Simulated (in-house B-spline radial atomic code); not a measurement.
The numbers below are computed, except where a source is named.
# Building a PAW p channel for In, r_c = 2.67 bohr

In, [Kr] 4d10 5s2 5p1, non-relativistic PBE, spherical and spin-unpolarised, from a B-spline radial code for spherical atoms (atomic units; all potentials screened as in the neutral atom).

Two all-electron partial waves φ1, φ2 are integrated outwards at E1 = ε(5p) = -0.095592 and E2 = E1 + 1.5 hartree; φ1 is the bound orbital and φ2 has unit norm inside r_c = 2.6692 bohr. Smooth partners are polynomials, r^2(a0 + a1 r² + a2 r⁴ + a3 r⁶), matched to φ and three derivatives at r_c, with no condition on the norm. The local potential is -3.59329 + (1.2329) r² + (-0.176628) r⁴ + (0.00923744) r⁶ inside 2.2292 bohr and the all-electron one outside.

| wave | φ(r_c) | φ'(r_c) | a0 | a1 | a2 | a3 |
| --- | --- | --- | --- | --- | --- | --- |
| 1 | 0.5475053 | 0.04937392 | 0.1802256 | -0.01978206 | 0.0007751106 | -4.931551e-06 |
| 2 | 0.3860322 | 1.988836 | -1.180251 | 0.3492535 | -0.03135536 | 0.0009339279 |

Inside r_c the overlaps are <φi φj> = [[0.26309, -0.35661], [-0.35661, 1.00000]] and, for the smooth waves, [[0.28501, -0.47076], [-0.47076, 1.56542]]. With χj = (Ej − T − V_local) applied to smooth wave j, the program's quadrature gives the matrix B_ij = <smooth i, χj> as [[0.10769, -0.56412], [-0.39289, 2.25507]].

Question: Check the match of the first wave, and find the augmentation charges q_ij.

Answer: At r_c the four terms are 1.28404, -1.00414, 0.28032, -0.01271, which sum to 0.5475, φ1(r_c) to rounding. q_ij is the all-electron overlap less the smooth one: [[-0.02192, 0.11415], [0.11415, -0.56542]]. The smooth first wave has a norm of 0.2850 inside r_c against 0.2631, so q11 is negative and must stay small enough for the overlap operator to be positive.

Question: B isn't symmetric. Show that D_ij = B_ij + Ej q_ij is.

Answer: Integrating by parts gives B12 − B21 = (E1 − E2) q12: -0.56412 − (-0.39289) = -0.17123, and −1.5 × (0.11415) = -0.17123. So D12 = -0.56412 + (1.404408)(0.11415) = -0.40380 and D21 = -0.39289 + (-0.095592)(0.11415) = -0.40380; D11 = 0.10978, D22 = 1.46099. The projectors, p = (B⁻¹)ᵀ χ, are dual to the smooth waves; det B = 0.021.

Solving (T + V_local + Σ p D p) ψ = E (1 + Σ p q p) ψ in a sphere of 9 bohr, whose wall lifts the free-atom level a little, gives these levels:

```tsv
all-electron	one projector	two projectors
-0.092717	-0.092717	-0.092717
0.145772	0.145007	0.145740
0.511328	0.502072	0.511168
1.031930	0.974971	1.031800
1.700820	1.480410	1.700550
```

Question: What does the second projector gain?

Answer: With one projector the errors are 0.00, -0.77, -9.26, -56.96, -220.41 millihartree. With two the errors are 0.00, -0.03, -0.16, -0.13, -0.27 millihartree. The scattering is exact at E1 and at E2 = 1.404, and over all levels compared the largest error is 0.27 millihartree. The lowest eigenvalue of the overlap operator is 0.795 with one and 0.3912 with two projectors. The smooth orbital alone needs a cutoff of 1.62 hartree for 1 millihartree of kinetic energy, against 4.15 for a norm-conserving Troullier-Martins orbital of the same radius; part of the gain comes from giving up the norm, part from the simpler form.
